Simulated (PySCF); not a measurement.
# What a mistake does to a calculation on B3GeH6 cation

These are calculations, not measurements. They come from PySCF 2.14.0, an open-source quantum chemistry program, on an isolated molecule that a program drew, which may never have been made. The molecule is B3GeH6 cation (charge +1, singlet), drawn as the SMILES string `B[B+][BH][GeH3]`.

Each row is a Hartree-Fock (HF) and frozen-core CCSD(T) single point in the cc-pVDZ basis, meant for a local HF minimum. Run 1 is clean. Each other run has one planted mistake out of seven kinds, and not every kind appears here: one electron removed, one electron added, multiplicity raised by two, geometry at a saddle point, minimal basis STO-3G, one bond length entered in bohr, all coordinates scaled. The reference is restricted for singlets and unrestricted otherwise, and also for a bond in bohr. Adding or removing an electron swaps singlet and doublet. Electrons count all cores. HOMO and LUMO are orbital energies over both spins, the gradient is its largest component, and the lowest frequency (negative if imaginary) is given only where the gradient is small. Bond lengths are over the 9 bonds as drawn. T1 is the CCSD diagnostic: over 0.02 (restricted) or 0.045 (unrestricted) a single reference is doubtful. Germanium has the cc-pVDZ-PP basis, with a core potential (ECP10MDF) in place of its 10 inner electrons, and its 3s, 3p and 3d shells are frozen in CCSD(T).

Geometry of the clean run:
```xyz
10
B3GeH6 cation, angstrom
B    -1.7882   -0.3680   -3.0162
B    -1.3777   -0.0952   -1.3689
B    -0.9907    0.3120    0.2175
Ge   -0.9679    2.3718    0.7882
H    -2.9347   -0.5275   -3.2945
H    -0.9113   -0.3930   -3.8209
H    -0.7293   -0.5180    1.0309
H     0.4547    2.6113    1.2742
H    -2.0041    2.4641    1.8997
H    -1.3222    3.2672   -0.3933
```

| run | electrons | basis functions | <S^2> | HOMO (eV) | LUMO (eV) | gradient (hartree/bohr) | lowest frequency (cm^-1) | mean bond (Å) | longest bond (Å) | T1 | HF (hartree) | CCSD(T) (hartree) | mistake |
|---|---|---|---|---|---|---|---|---|---|---|---|---|---|
| 1 | 52 | 95 | 0.000 | -15.76 | -5.91 | 4.5e-05 | 41 | 1.5201 | 2.137 | 0.0203 | -370.53826 | -370.91507 | no fault |
| 2 | 53 | 95 | 0.758 | -8.03 | -0.09 | 4.7e-02 | - | 1.5201 | 2.137 | 0.0219 | -370.79330 | -371.19052 | one electron added |
| 3 | 52 | 95 | 2.025 | -14.01 | -7.08 | 6.8e-02 | - | 1.5201 | 2.137 | 0.0233 | -370.48341 | -370.85231 | ? |
| 4 | 51 | 95 | 0.772 | -22.60 | -13.34 | 9.0e-02 | - | 1.5201 | 2.137 | 0.0234 | -370.00598 | -370.35336 | ? |

**Which mistake was planted in run 3, and what did it cost?**

Electrons, basis and geometry are unchanged, and <S^2> is 2.025, beside S(S+1) = 2.00 for a multiplicity of 3. So the mistake is: multiplicity raised by two. Subtracting run 1 and multiplying by 627.51 kcal/mol a hartree, the energy moved by 34.4 kcal/mol in HF and 39.4 kcal/mol in CCSD(T).

**Which mistake was planted in run 4, and what did it cost?**

It counts 51 electrons, one fewer than the clean run, at the same geometry and basis. So the mistake is: one electron removed. Subtracting run 1 and multiplying by 627.51 kcal/mol a hartree, the energy moved by 334.0 kcal/mol in HF and 352.5 kcal/mol in CCSD(T).

Cautions from the logs. Run 1: T1 is over the limit, so its CCSD(T) energy is less reliable.
